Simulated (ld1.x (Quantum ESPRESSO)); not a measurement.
# Before and after: TM potential for europium (Eu)

| Property | Result |
| --- | --- |
| Element | europium (Eu) |
| Generator | ld1.x (Quantum ESPRESSO) 7.5 |
| Type | norm-conserving Troullier–Martins (Kleinman–Bylander form) |
| Functional | PBEsol |
| Relativity | scalar-relativistic |
| Frozen core | [Xe] |
| Valence charge | 9 |
| Reference configuration | 4f7 5d0 6s1 6p0 (charge +1) |
| Partial waves | 6s (bound): rc 3.30 bohr; 6p (bound, empty): rc 3.60 bohr; 4f (bound): rc 1.00 bohr; 5d (bound, empty): rc 2.60 bohr |
| Local potential | the d channel |
| Core correction | Bessel-smoothed model core, default radius (core density twice the valence density) |

Change: all radii but the core radius scaled by about 1.22 (s 4.04, p 4.40, d 3.18, f 1.22 bohr).

Cutoffs: the cutoffs (Ry, on a coarse ladder) from which the occupation-weighted sum of valence levels, in a spherical-Bessel basis at the reference potential, stays within 10 and 1 mRy of its value at 400 Ry; they do not see the model core or the augmentation charge, which bear on the density cutoff. Errors are all-electron minus pseudo energies relative to the spin-unpolarised reference configuration.

Q: Predict the effect on cutoff, ghosts and configuration errors.

A: Both files keep a bound ghost (p, s); of the 6 tests that both files solve, the error grows in 2 and shrinks in 1 by more than 15 % and 0.3 meV (median size 432.5 → 415.3 meV).

| quantity | base | changed |
| --- | --- | --- |
| cutoff, loose | over 300 Ry | 230 Ry |
| cutoff, tight | over 300 Ry | over 300 Ry |
| loose cutoff by channel (10 mRy a level) | s 6 Ry, f 300 Ry | s 6 Ry, f 230 Ry |
| bound ghosts | s, p | s, p |
| tests counted (converged, no solver errors) | 6 of 7 | 6 of 7 |
| error for 4f7 5d0 6s2 6p0, meV [ΔE -6.04 eV] | -4.3 | -7.3 |
| error for 4f7 5d0 6s0 6p0, meV [ΔE 11.13 eV] | -32 | -40 |
| error for 4f6 5d0 6s0 6p0, meV [ΔE 35.57 eV] | -1548 | -1571 |
| error for 4f5 5d0 6s0 6p0, meV [ΔE 78.40 eV] | -7134 | -6940 |
| error for 4f7 5d1 6s0 6p0, meV [ΔE 1.54 eV] | -46 | -31 |
| error for 4f6 5d1 6s1 6p0, meV [ΔE 3.96 eV] | -819 | -791 |

Base: Tests not counted: 4f8 5d0 6s0 6p0 (solver errors, printed error -743 eV). These tests converged, but a pseudo level misses the all-electron one widely, so the file describes the atom poorly there or has found another state: 4f6 5d0 6s0 6p0: 4f by 3.4 eV (a node warning on the way); 4f5 5d0 6s0 6p0: 4f by 8.0 eV; 4f6 5d1 6s1 6p0: 4f by 2.2 eV. Changed file: Tests not counted: 4f8 5d0 6s0 6p0 (solver errors, printed error -731 eV). These tests converged, but a pseudo level misses the all-electron one widely, so the file describes the atom poorly there or has found another state: 4f7 5d0 6s0 6p0: empty 6p by 2.8 eV; 4f6 5d0 6s0 6p0: 4f by 3.3 eV (a node warning on the way); 4f5 5d0 6s0 6p0: 4f by 7.6 eV; 4f6 5d1 6s1 6p0: 4f by 2.1 eV. A true bound ghost makes a file unfit for plane-wave use even where its test errors are small: the radial tests pick states by their node count and pass the ghost by. Where a test does run into it, the solver fails or the error is huge.
